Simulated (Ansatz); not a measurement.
Q: Predict a relaxed structure of trans-Ti(PH3)2Br4 (TiP2H6Br4), charge 0, singlet, at PBE-D4/def2-SVP (Ansatz).

A: 
Cartesian coordinates in Å:
```
Br -1.8108 -1.4119 0.7924
Br 1.5696 1.4442 -1.2139
Br -0.9612 1.9193 1.1194
Br 1.2480 -1.9896 -0.7334
P -1.4751 0.0445 -2.1377
P 1.5058 -0.0397 2.1167
Ti 0.0298 -0.0101 -0.0206
H -2.7411 0.6923 -2.0044
H -1.9208 -1.2119 -2.6490
H -1.0390 0.6525 -3.3571
H 0.8630 -0.4278 3.3325
H 2.0613 1.2031 2.5472
H 2.6706 -0.8649 2.2079
```
The metal has 6 neighbours: Br 2.45 Å, Br 2.43 Å, Br 2.45 Å, Br 2.43 Å, P 2.60 Å, P 2.60 Å. This is one stationary point.

Another isomer (singlet) lies 0.35 eV lower at PBE0-D4/def2-TZVP; other spin states weren't run for this one.
